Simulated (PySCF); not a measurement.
```xyz
6

S      1.4391    -1.0467    -0.5287
Ga    -0.0960     0.3589     0.1400
S     -2.2267    -0.1076     0.1916
Cl     0.4938     2.3070     0.7853
H      2.4251    -0.1584    -0.3086
H     -2.0353    -1.3533    -0.2796
```

Charge 0, multiplicity 1.

**Question.** Give the Mulliken and meta-Löwdin atomic charges from r2SCAN-D4/def2-TZVP (PySCF).

**Answer.** 
| atom | Mulliken (e) | meta-Löwdin (e) |
|---|---|---|
| S1 | -0.29 | -0.25 |
| Ga2 | 0.48 | 0.51 |
| S3 | -0.27 | -0.24 |
| Cl4 | -0.26 | -0.28 |
| H5 | 0.18 | 0.13 |
| H6 | 0.17 | 0.12 |
